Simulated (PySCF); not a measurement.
**Stretching GeO⁺**

Set-up: PySCF, no relativity, basis sets Ge def2-TZVPPD, O def2-TZVPPD. Energies in eV from Ge⁺ + O in their ground configurations at the same level. State: ²Π (doublet), unpaired electrons π ↑.

All columns are PBE0. A positive dipole points towards O; it is taken about the centre of mass and depends on that origin.

```json
{"R (Å)": "1.527", "E (eV)": "-2.512", "μ (D)": "-0.97", "Mulliken charge on Ge (basis-dependent)": "0.96", "HOMO (eV)": "-16.57", "LUMO (eV)": "-14.27", "Mayer bond order": "1.26", "⟨S²⟩": "0.75"}
{"R (Å)": "1.598", "E (eV)": "-3.234", "μ (D)": "-1.27", "Mulliken charge on Ge (basis-dependent)": "0.98", "HOMO (eV)": "-16.58", "LUMO (eV)": "-13.73", "Mayer bond order": "1.26", "⟨S²⟩": "0.75"}
{"R (Å)": "1.669", "E (eV)": "-3.627", "μ (D)": "-1.58", "Mulliken charge on Ge (basis-dependent)": "1.02", "HOMO (eV)": "-16.55", "LUMO (eV)": "-13.24", "Mayer bond order": "1.24", "⟨S²⟩": "0.75"}
{"R (Å)": "1.723", "E (eV)": "-3.765", "μ (D)": "-1.82", "Mulliken charge on Ge (basis-dependent)": "1.06", "HOMO (eV)": "-16.49", "LUMO (eV)": "-12.90", "Mayer bond order": "1.22", "⟨S²⟩": "0.75"}
{"R (Å)": "1.776", "E (eV)": "-3.802", "μ (D)": "-2.05", "Mulliken charge on Ge (basis-dependent)": "1.10", "HOMO (eV)": "-16.41", "LUMO (eV)": "-12.58", "Mayer bond order": "1.20", "⟨S²⟩": "0.76"}
{"R (Å)": "1.829", "E (eV)": "-3.763", "μ (D)": "-2.27", "Mulliken charge on Ge (basis-dependent)": "1.14", "HOMO (eV)": "-16.30", "LUMO (eV)": "-12.29", "Mayer bond order": "1.18", "⟨S²⟩": "0.76"}
{"R (Å)": "1.900", "E (eV)": "-3.622", "μ (D)": "-2.56", "Mulliken charge on Ge (basis-dependent)": "1.18", "HOMO (eV)": "-15.92", "LUMO (eV)": "-11.95", "Mayer bond order": "1.15", "⟨S²⟩": "0.76"}
{"R (Å)": "1.989", "E (eV)": "-3.351", "μ (D)": "-2.90", "Mulliken charge on Ge (basis-dependent)": "1.23", "HOMO (eV)": "-15.41", "LUMO (eV)": "-11.61", "Mayer bond order": "1.12", "⟨S²⟩": "0.76"}
{"R (Å)": "2.096", "E (eV)": "-2.945", "μ (D)": "-3.27", "Mulliken charge on Ge (basis-dependent)": "1.27", "HOMO (eV)": "-14.87", "LUMO (eV)": "-11.31", "Mayer bond order": "1.10", "⟨S²⟩": "0.77"}
{"R (Å)": "2.238", "E (eV)": "-2.347", "μ (D)": "-3.66", "Mulliken charge on Ge (basis-dependent)": "1.29", "HOMO (eV)": "-14.24", "LUMO (eV)": "-11.09", "Mayer bond order": "1.09", "⟨S²⟩": "0.81"}
```

A fit through these points gives, at Re = 1.773 Å, μ = -2.03 D and dμ/dR = -4.26 D/Å; the reduced mass is 13.15 u.

Problem. How strong is the fundamental in the double-harmonic approximation, I = 42.26·(dμ/dR)²/μred km/mol?

Solution. I = 42.26·(-4.26)²/13.15 = 58.3 km/mol at PBE0.

Spin–orbit coupling is left out. For an ion De counts to the pair picked by the measured ionisation energies or electron affinities, which need not be the lowest pair at this level. The state is the lowest determinant that a PBE0 search found; another state may lie lower at other levels.
